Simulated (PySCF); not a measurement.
C3H4O2Si, SMILES C#C[SiH2]C(=O)O.

Coordinates come from a PBE0-D3(BJ)/def2-SVP optimisation. The structure was generated by enumeration, and PubChem lists no compound with its InChIKey, so it may never have been made. The values are those of a single conformer.

Level of theory: HF/def2-TZVP in PySCF.

Symmetry labels are those of the subgroup Cs that the program uses (full group Cs).

Computed valence orbital energies around the gap with their symmetry:
```csv
orbital,symmetry,energy (eV)
HOMO−7,A",-17.34
HOMO−6,A',-15.83
HOMO−5,A',-14.71
HOMO−4,A",-14.04
HOMO−3,A",-13.25
HOMO−2,A',-12.22
HOMO−1,A",-11.23
HOMO,A',-11.11
LUMO,A",2.77
LUMO+1,A',2.92
LUMO+2,A',3.74
LUMO+3,A",4.05
```
